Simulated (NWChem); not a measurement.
**Polarisability of stibine (H$_{3}$Sb)**

```
Sb
H 1 1.7236
H 1 1.7236 2 91.18
H 1 1.7237 2 91.18 3 -91.21
```
Charge 0, spin multiplicity 1.

Program: NWChem. Structure: optimised with B3LYP/def2-SVP with def2 effective core potentials on Sb, a minimum by its harmonic frequencies.

Basis set: def2-SVPD. Static limit.

Effective core potentials replace the inner electrons of Sb; spin-orbit coupling is left out. B3LYP has NWChem's definition, with VWN1-RPA local correlation.

**Question.** One of these methods gave an isotropic polarisability of 46.02 bohr³. Which?
A) LDA (SVWN5)
B) HF
C) PBE
D) B3LYP

**Answer.** B, HF. The others give 48.35 (LDA (SVWN5)), 47.61 (PBE), 46.97 (B3LYP).
